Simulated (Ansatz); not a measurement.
Coupled-cluster diagnostics for PbH4 (H₄Pb), Ansatz.

Geometry of the singlet (PBE0-D4/def2-TZVP):

```
atom   x (Å)   y (Å)   z (Å)
 Pb1   0.000   0.000   0.000
  H2  -1.651   0.569   0.090
  H3   0.298  -1.132   1.299
  H4   1.093   1.357   0.147
  H5   0.260  -0.794  -1.536
```

In the def2 sets Pb takes a core potential; there is no spin–orbit coupling. Correlated methods freeze 4 core orbitals; core or outer-core shells of Pb are correlated, in sets that lack core-valence functions.

Estimate the CCSD(T) correlation energy, the shares of MP2 and (T), T1 and the reference's ⟨S²⟩ for: charge 0, singlet, own geometry in def2-TZVPP; charge 1, doublet, vertical in def2-TZVPP; and the rough time on 4 threads of Intel Xeon on a shared host.


```json
{"state": "charge 0, singlet, own geometry", "basis": "def2-TZVPP", "correlation (eV)": "-12.227", "MP2 share (%)": "97.8", "(T) share (%)": "2.2", "T1": "0.013", "⟨S²⟩ (pure)": "0.00 (0.00)", "wall time": "13 s"}
{"state": "charge 1, doublet, vertical", "basis": "def2-TZVPP", "correlation (eV)": "-11.439", "MP2 share (%)": "97.9", "(T) share (%)": "2.4", "T1": "0.018", "⟨S²⟩ (pure)": "0.76 (0.75)", "wall time": "35 s"}
```
Customary marks for T1 are 0.02 (closed shells), 0.045 (open shells) and about 0.05 (3d metals). T1 stays under 0.02 throughout.
